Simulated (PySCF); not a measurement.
CH₅F₃Si₂, SMILES F[Si@H]([SiH](F)F)C.

Geometry: PBE-D3(BJ)/def2-SVP. The structure was generated by enumeration; whether it is a known compound was not checked. Other conformers were not sampled.

These are SMD-M06-2X/6-31G* in PySCF values and carry that method's errors.

Solvation free energies are E(SMD) − E(gas) at the gas-phase geometry, for 1 M in both phases. In vacuum the dipole moment is 2.21 D.

Computed solvation free energies in water, ethanol, acetone:
```
solvent  ΔG(solv) (kcal/mol)  its non-electrostatic (CDS) part  dipole (D)
-------  -------------------  --------------------------------  ----------
water                    0.0                               4.9        2.71
ethanol                 -4.1                               0.6        2.69
acetone                 -4.0                               0.6        2.68
```
